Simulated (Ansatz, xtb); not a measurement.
**Relative energy of two isomers of C6H5F2N**

We compare a, `FC(F)c1ccncc1`, a singlet, with b, `Cc1ncc(F)cc1F`, a singlet. Both are isolated molecules in the gas phase, relaxed with PBE0-D3(BJ)/def2-SVP; the shapes shown needn't be the lowest conformers.

a (Å):

```tsv
atom	x (Å)	y (Å)	z (Å)
C	-1.5618	1.7023	-0.9862
C	-0.3864	0.8130	-0.6828
C	0.9035	1.3359	-0.6145
C	1.9598	0.4593	-0.3700
C	0.5696	-1.3399	-0.2605
C	-0.5594	-0.5575	-0.4992
F	-2.6820	1.2222	-0.4052
F	-1.3441	2.9512	-0.5219
N	1.8047	-0.8505	-0.1989
H	-1.7519	1.7760	-2.0731
H	1.0808	2.4057	-0.7373
H	2.9846	0.8428	-0.3074
H	0.4635	-2.4203	-0.1090
H	-1.5544	-1.0050	-0.5296
```

b (Å):

```xyz
14

C    -1.8359    1.7274   -1.1039
C    -0.5958    1.0046   -0.6838
C     1.2662    0.8865    0.6742
C     1.6739   -0.3096    0.0939
C     0.9181   -0.8812   -0.9218
C    -0.2263   -0.1995   -1.2995
F     2.7840   -0.9078    0.5081
F    -0.9945   -0.6931   -2.2665
N     0.1612    1.5129    0.2853
H    -2.7323    1.1067   -0.9487
H    -1.8054    1.9867   -2.1736
H    -1.9286    2.6461   -0.5125
H     1.8640    1.3344    1.4749
H     1.2089   -1.8182   -1.3986
```

Estimate which is lower in electronic energy at CCSD(T)/def2-SVP + ΔMP2/def2-TZVPP, and by roughly how much.

The CCSD(T)/def2-SVP + ΔMP2/def2-TZVPP calculation puts structure a lower, by 0.193 eV.

The same difference at several levels:

```json
{"level": "GFN2-xTB", "geometry": "GFN2-xTB", "E(b) − E(a) (eV)": "−0.305", "departure from the last row (eV)": "−0.498", "job, with rough time for the two": "optimisation, 0.13 s"}
{"level": "HF/STO-3G", "geometry": "GFN2-xTB", "E(b) − E(a) (eV)": "−0.342", "departure from the last row (eV)": "−0.535", "job, with rough time for the two": "single point, 0.48 s"}
{"level": "r2SCAN-D4/def2-SVP", "geometry": "GFN2-xTB", "E(b) − E(a) (eV)": "+0.002", "departure from the last row (eV)": "−0.191", "job, with rough time for the two": "single point, 4.6 s"}
{"level": "PBE0-D3(BJ)/def2-SVP", "geometry": "PBE0-D3(BJ)/def2-SVP", "E(b) − E(a) (eV)": "+0.039", "departure from the last row (eV)": "−0.154", "job, with rough time for the two": "optimisation, 30 s"}
{"level": "HF/def2-SVP", "geometry": "PBE0-D3(BJ)/def2-SVP", "E(b) − E(a) (eV)": "+0.338", "departure from the last row (eV)": "+0.145", "job, with rough time for the two": "part of the CCSD(T) run"}
{"level": "MP2/def2-SVP", "geometry": "PBE0-D3(BJ)/def2-SVP", "E(b) − E(a) (eV)": "+0.184", "departure from the last row (eV)": "−0.009", "job, with rough time for the two": "part of the CCSD(T) run"}
{"level": "CCSD(T)/def2-SVP", "geometry": "PBE0-D3(BJ)/def2-SVP", "E(b) − E(a) (eV)": "+0.199", "departure from the last row (eV)": "+0.006", "job, with rough time for the two": "single point"}
{"level": "CCSD(T)/def2-SVP + ΔMP2/def2-TZVPP", "geometry": "PBE0-D3(BJ)/def2-SVP", "E(b) − E(a) (eV)": "+0.193", "departure from the last row (eV)": "", "job, with rough time for the two": "single point, 2.2 min"}
```

As drawn, both hold the same kinds of bond in the same numbers. Structure a has 0 methyl groups, b 1.

GFN2-xTB, HF/STO-3G put the two in the other order. r2SCAN-D4/def2-SVP finds them nearly level. The largest departure from CCSD(T)/def2-SVP + ΔMP2/def2-TZVPP is that of HF/STO-3G, 0.535 eV. The last row adds to CCSD(T) the change of the MP2 difference between the two basis sets, here −0.006 eV.

With thermal terms from frequencies at re-optimised GFN2-xTB minima (ideal gas, soft modes damped towards free rotors, one conformer each, 298.15 K, 1 atm): on the last row, ΔE + ΔZPE = +0.176, ΔH = +0.189, ΔG = +0.168 eV.

The correlated steps freeze 9 core orbitals. Codes used: Ansatz 0.2.0, xtb 6.7.1; the last row on 4 threads of Arm Neoverse V1 on a shared host.
